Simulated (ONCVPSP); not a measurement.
# barium (Ba): one change to an ONCV potential, before and after

barium (Ba), optimised norm-conserving Vanderbilt (ONCV), made with ONCVPSP 4.0.1 (LDA (Perdew-Wang 92), fully relativistic). Core [Kr] 4d10, reference 5s2 5p6 6s1 (charge +1). Waves: 5s+6s: rc 2.95 bohr, ncon 4, nbas 8, qcut 3.2 1/bohr, 2 projectors; 5p: rc 2.00 bohr, ncon 4, nbas 8, qcut 4.6 1/bohr, 2 projectors, debl 2.8 Ha; d scattering state at 0.21 Ha: rc 2.90 bohr, ncon 5, nbas 9, qcut 2.9 1/bohr, 2 projectors, debl 0.6 Ha. Local part: polynomial inside 1.45 bohr (lpopt 5, dvloc0 0 Ha). Core correction: Teter function, fcfact 3.5, rcfact 1.1.

Open shells are filled in proportion to 2j + 1.

In the d channel the program set the typed energies aside and used 0.050, 0.650 Ha (j = l + 1/2; the other j can differ).

All-electron outer shells of the reference configuration (LDA (PZ), scalar-relativistic, ld1.x):

```
shell  level (eV)  outermost node (bohr)  outermost maximum (bohr)
   5s      -39.54                   0.80                      1.47
   5p      -24.49                   0.86                      1.67
   6s       -7.82                   1.95                      3.81
```

Change: core correction Teter function, fcfact 3.5, rcfact 1.56.

Cutoffs: the cutoffs (Ha) at which the residual kinetic energy of the hardest occupied pseudo-wave falls to 1 and 0.1 mHa per electron; they do not see the model core or the augmentation charge, which bear on the density cutoff. Errors are all-electron minus pseudo energies relative to the spin-unpolarised reference configuration.

What does the change do?

The potential gets neither clearly harder nor softer (10 Ha and 43 Ha → 10 Ha and 43 Ha); both files keep a bound ghost (s); of the 4 tests that both files solve, the error grows in 2 and shrinks in 0 by more than 15 % and 0.3 meV (median size 0.7 → 1.8 meV). A model core, the more so a compact one, raises the density cutoff, which this test does not measure.

| quantity | base | changed |
| --- | --- | --- |
| cutoff, loose | 10 Ha | 10 Ha |
| cutoff, tight | 43 Ha | 43 Ha |
| bound ghosts | s | s |
| GHOST(+) flags under 300 eV | p3/2 at 128.8 eV, p1/2 at 133.7 eV | p3/2 at 128.8 eV, p1/2 at 133.7 eV |
| error for 5s2 5p6 6s2, meV [ΔE -5.54 eV] | -1.1 | -1.2 |
| error for 5s2 5p6 6s0, meV [ΔE 10.16 eV] | -2.2 | -2.8 |
| error for 5s2 5p6 6s1.5, meV [ΔE -3.33 eV] | -0.4 | -0.4 |
| error for 5s2 5p6 5d1 6s1, meV [ΔE -4.19 eV] | -0.3 | -2.4 |
| s: phases at 3.00 bohr within 0.05 rad from the reference energy up to (Ha; the scan ends near 5) | 2.5 | 2.5 |
| p3/2: phases at 2.03 bohr within 0.05 rad from the reference energy up to (Ha; the scan ends near 5) | 3.1 | 3.1 |
| p1/2: phases at 2.03 bohr within 0.05 rad from the reference energy up to (Ha; the scan ends near 5) | 3.0 | 3.0 |
| d5/2: phases at 2.94 bohr within 0.05 rad from the reference energy up to (Ha; the scan ends near 5) | 3.8 | 3.8 |
| d3/2: phases at 2.94 bohr within 0.05 rad from the reference energy up to (Ha; the scan ends near 5) | 3.9 | 3.9 |
| rms error of d²Exc/dni dnj with the model core, mHa | 5.16 | 2.26 |

 A true bound ghost makes a file unfit for plane-wave use even where its test errors are small: the radial tests pick states by their node count and pass the ghost by.
